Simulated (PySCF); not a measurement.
Precursor series Ta F-NH2. All species are isolated molecules in the gas phase. One relaxed conformer stands for each flexible species; it need not be the lowest.

These are B3LYP-D3(BJ)/def2-TZVP // PBE-D3(BJ)/def2-SVP in PySCF values and carry that method's errors. B3LYP has the VWN-RPA correlation part, as in Gaussian. 

```json
[
 {"species": "0 of 5 F replaced by NH2 ([Ta(F)5])", "HOMO (eV)": "-11.95", "charge on the central atom (Mulliken) (e)": "1.81"},
 {"species": "1 of 5 F replaced by NH2 ([Ta(F)4(NH2)])", "HOMO (eV)": "(withheld)", "charge on the central atom (Mulliken) (e)": "1.73"},
 {"species": "2 of 5 F replaced by NH2", "HOMO (eV)": "(withheld)", "charge on the central atom (Mulliken) (e)": "1.62"},
 {"species": "3 of 5 F replaced by NH2 ([Ta(F)2(NH2)3])", "HOMO (eV)": "-7.20", "charge on the central atom (Mulliken) (e)": "(withheld)"},
 {"species": "4 of 5 F replaced by NH2", "HOMO (eV)": "-6.92", "charge on the central atom (Mulliken) (e)": "1.41"},
 {"species": "5 of 5 F replaced by NH2 ([Ta(NH2)5])", "HOMO (eV)": "-6.16", "charge on the central atom (Mulliken) (e)": "1.30"}
]
```

Problem. Complete the blanks.

Solution. 
- 1 of 5 F replaced by NH2 ([Ta(F)4(NH2)]), HOMO (eV): -8.74
- 2 of 5 F replaced by NH2, HOMO (eV): -8.13
- 3 of 5 F replaced by NH2 ([Ta(F)2(NH2)3]), charge on the central atom (Mulliken) (e): 1.53
